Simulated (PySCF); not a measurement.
The dipole of `COC(=O)O[C@@H]([SiH3])CC=O` from its density and from atomic charges.

Coordinates (GFN2-xTB, Å) and charges (e) from the PBE0/pcSseg-1 density (PySCF):

```
atom       x       y       z  Mulliken      IAO  Hirshfeld  ESP-fitted
  C1   3.815  -0.473  -0.395   -0.0361  -0.2100    -0.0316     -0.1892
  O2   2.648   0.329  -0.511   -0.4527  -0.3347    -0.1132     -0.3530
  C3   1.512  -0.231  -0.086   +0.7176  +0.6624    +0.2644     +1.0191
  O4   1.412  -1.345   0.349   -0.4642  -0.5188    -0.2728     -0.6079
  O5   0.525   0.643  -0.233   -0.4495  -0.3344    -0.1009     -0.6430
  C6  -0.778   0.213   0.199   -0.2355  -0.1820    -0.0356     +0.4707
 Si7  -1.789   1.828   0.478   +0.5855  +0.6231    +0.2796     +0.3355
  C8  -1.376  -0.739  -0.832   -0.2663  -0.3293    -0.0847     -0.2877
  C9  -2.855  -0.827  -0.691   +0.2647  +0.2735    +0.1561     +0.4058
 O10  -3.522  -0.034  -0.085   -0.3702  -0.3727    -0.1655     -0.4317
 H11   3.622  -1.485  -0.755   +0.1218  +0.1544    +0.0460     +0.1109
 H12   4.574   0.013  -1.001   +0.1308  +0.1657    +0.0582     +0.1467
 H13   4.138  -0.524   0.647   +0.1191  +0.1509    +0.0509     +0.1181
 H14  -0.655  -0.335   1.140   +0.1584  +0.1549    +0.0375     -0.0253
 H15  -2.431   2.233  -0.769   -0.0903  -0.1197    -0.0811     -0.0715
 H16  -0.750   2.819   0.789   -0.0967  -0.1352    -0.0940     -0.1337
 H17  -2.664   1.692   1.634   -0.0751  -0.1115    -0.0779     -0.0919
 H18  -0.929  -1.735  -0.778   +0.1720  +0.1717    +0.0513     +0.0904
 H19  -1.175  -0.349  -1.837   +0.1692  +0.1757    +0.0600     +0.1120
 H20  -3.326  -1.683  -1.208   +0.0973  +0.1159    +0.0531     +0.0255
```

Q: Compute μ = Σ q r for each scheme (1 e·Å = 4.803 D) and compare with the dipole of the full density.

A: The full density gives (1.33, -1.92, -1.60) D, 2.84 D in size; dipole vectors point from the negative to the positive end.

```csv
scheme,μx,μy,μz,size (D),share of the full size (%),angle to the full dipole (°)
Mulliken,0.70,-1.77,-1.09,2.20,77,12
IAO,0.94,-1.44,-1.58,2.34,83,8
Hirshfeld,0.59,-1.07,-1.40,1.86,66,15
ESP-fitted,1.33,-1.92,-1.61,2.84,100,0
```

Q: Which set comes closest?

A: Length of the difference vector: ESP-fitted 0.01 D, IAO 0.62 D, Mulliken 0.82 D, Hirshfeld 1.15 D. Closest: ESP-fitted. 

Q: What is left for the Hirshfeld atoms' own dipoles?

A: The shares of the density sum to the whole, so what Σ q r misses lies in dipoles about the nuclei. The atomic dipoles sum to (1.33, -1.92, -1.60) − (0.59, -1.07, -1.40) = (0.74, -0.85, -0.20) D, 1.15 D in size.

Q: With the origin at the mean of the coordinates, (0.000, 0.001, -0.197) Å, which are the largest single terms, by size, of the Hirshfeld dipole along the direction of the full one?

A: Si7 -3.30, O4 -1.66, O10 +1.34, H17 +1.28, H16 +1.27 D; all 20 atoms together +1.79 D. The single terms depend on the origin, their sum doesn't.

Q: Give the size of the full dipole in other units.

A: 2.84 D = 1.115 au = 0.590 e·Å = 9.46 × 10⁻³⁰ C·m.

Geometry: GFN2-xTB, one conformer, isolated molecule.
